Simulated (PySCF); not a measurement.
# Ge²⁺ (germanium, charge +2) across methods

[Ar] 3d10 4s1 4p1, high-spin 3P determinant (an excited configuration). All numbers are calculated (PySCF 2.14, a scalar-relativistic core potential, in aug-cc-pVTZ-PP with ECP10MDF (6s5p4d2f, 55 functions)). The B2PLYP total includes its PT2 part (frozen core); its orbital energies are those of the SCF part.

```
method  E (hartree)  mean ε 3d β (eV)  mean ε 4s α (eV)  mean ε 4p α (eV)  Σ⟨r²⟩ (bohr²)   ⟨S²⟩
r2SCAN    -293.2514           -51.552           -31.517           -21.915          20.54  2.001
  MN15    -293.7606           -57.464           -32.478           -22.897          20.83  2.001
PBEsol    -293.0477           -51.113           -31.054           -21.439          20.66  2.001
B2PLYP    -292.9966           -58.684           -33.735           -23.804          20.69  2.000
   PBE    -293.3599           -51.242           -30.988           -21.457          20.69  2.001
   LDA    -292.8699           -51.322           -31.330           -21.494          20.67  2.001
  PBE0    -293.3342           -54.941           -32.396           -22.705          20.66  2.001
   UHF   -292.28438           -64.869           -35.994           -25.979          20.79  2.001
```

Q: Estimate the same row for M06.

A: E (hartree) = -293.4385; mean ε 3d β (eV) = -55.265; mean ε 4s α (eV) = -32.430; mean ε 4p α (eV) = -22.404; Σ⟨r²⟩ (bohr²) = 20.61; ⟨S²⟩ = 2.001.

Energies and moments cover only the electrons outside the core potential.
